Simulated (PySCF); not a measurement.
**Ti (titanium, neutral) across methods**

[Ar] 3d1 4s2 5s1, 5s spin antiparallel (an excited configuration). Computed with PySCF 2.14 in aug-cc-pwCVTZ-DK, with scalar relativity by spin-free X2C-1e.

| method | E (hartree) | mean ε 4s α (eV) | mean ε 4s β (eV) | mean ε 5s β (eV) | Σ⟨r²⟩ (bohr²) | ⟨S²⟩ |
| --- | --- | --- | --- | --- | --- | --- |
| PBE | -853.196 | -8.547 | -8.364 | -1.600 | 114.8 | 1.001 |
| UHF | -852.48783 | -10.780 | -10.660 | -2.272 | 127.1 | 1.003 |
| r2SCAN | -853.363 | -8.692 | -8.405 | -1.571 | 115.5 | 1.002 |
| PBE0 | -853.229 | -9.293 | -9.134 | -1.844 | 116.9 | 1.001 |

Estimate the same row for LDA.

E (hartree) = -851.325; mean ε 4s α (eV) = -8.723; mean ε 4s β (eV) = -8.537; mean ε 5s β (eV) = -1.571; Σ⟨r²⟩ (bohr²) = 114.3; ⟨S²⟩ = 1.001.

The outer electron is Rydberg-like, and this basis confines it to a smaller radius and binds it less than a complete one would. With the s spin flipped the determinant is a mixture of two multiplicities, not a spectroscopic state.
